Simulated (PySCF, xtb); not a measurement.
Al(I)(Me)(OH) (CH₄AlIO), SMILES [CH3][Al]([I])[OH].

xtb with GFN2-xTB at its own geometry gives an orbital gap of 4.31 eV and a dipole moment of 5.64 D.

Geometry optimised at PBE-D3(BJ)/def2-SVP. The structure was generated by enumeration; whether it is a known compound was not checked. The def2 effective core potentials stand for the cores of I; spin–orbit coupling is left out. One conformer was computed; it need not be the lowest.

Question: What does B3LYP/def2-TZVP in PySCF give? (An estimate is asked for; the answer gives what the named calculation found.)

Answer: gap 6.52 eV (levels -7.41 and -0.88 eV), dipole 0.58 D.
